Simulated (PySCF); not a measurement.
**Eu(OH)3 at several levels of theory**

Computed with PySCF 2.14.0 (density fitting, no spin-orbit coupling) at the geometry relaxed with PBE:

```xyz
7
Eu(OH)3 (singlet in the valence; each metal's 4f electrons, 6 of them, lie in its core potential, out of spins and levels)
Eu    0.0000    0.0000   -0.1473
O     2.0764    0.0000    0.0918
H     3.0220    0.0000    0.2952
O    -1.0382    1.7982    0.0918
H    -1.5110    2.6171    0.2952
O    -1.0382   -1.7982    0.0918
H    -1.5110   -2.6171    0.2952
```

```csv
level,basis,state,HOMO (eV),gap (eV),charge on Eu1 (e),population of f-type functions on Eu1 (polarisation alone where 4f lies in the core),dipole about the centre of mass (D),largest force component (eV/Å)
PBE,"Eu lcecp-1-SVP with ECP52, O def2-SVP, H def2-SVP",singlet,-5.85,3.85,0.87,0.10,0.71,0.02
BP86,the same,singlet,-5.95,4.04,0.88,0.10,0.72,0.04
TPSSh,the same,singlet,-6.59,5.09,1.06,0.10,0.79,0.29
CAM-B3LYP,the same,singlet,-8.97,8.33,1.06,0.11,0.81,0.50
PBE,"Eu lcecp-1-TZVP with ECP52, O def2-TZVP, H def2-TZVP",singlet,-6.15,4.08,1.48,0.10,0.86,0.30
```

In the lcecp rows the 4f levels are missing from HOMO and gap, and the state counts the valence alone.

Charges are Mulliken's, which hang on the basis. The relaxation used the grid (50, 194), these runs (75, 302) or, all-electron (x2c bases, spin-free X2C Hamiltonian), (99, 590).

(1) What does PBE0 with Eu lcecp-1-SVP with ECP52, O def2-SVP, H def2-SVP give here?

An lcecp potential fixes the number of 4f electrons, so in runs with it no electron can move into or out of that shell.

Answers

(1) state singlet, HOMO (eV) -7.53, gap (eV) 6.23, charge on Eu1 (e) 1.09, population of f-type functions on Eu1 (polarisation alone where 4f lies in the core) 0.10, dipole about the centre of mass (D) 0.80, largest force component (eV/Å) 0.59. Time: 4.6 s on 2 threads of AMD EPYC 7R43 64-Core Processor (Zen 3), with other jobs on the host, from an already converged density.
